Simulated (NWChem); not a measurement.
Species: SnICl3; SMILES [Cl][Sn]([Cl])([Cl])[I]

```xyz
5

Cl     0.9973     1.9301    -1.4676
Sn     0.0000     0.0000    -0.6383
Cl     1.1729    -1.8287    -1.4676
Cl    -2.1701    -0.1014    -1.4676
I      0.0000     0.0000     2.0144
```
Atoms are numbered in this order, from 1.

Computed with NWChem. Structure relaxed at the PBE0/def2-SVP level. def2 effective core potentials on Sn, I; no spin-orbit coupling.

For level PBE/STO-3G (all-electron, non-relativistic):

- highest occupied level (eV): -5.25
- orbital gap (eV): 4.45

Estimate the same quantities for level PBE/def2-SVP (core potentials).

highest occupied level (eV): -7.28
orbital gap (eV): 3.01
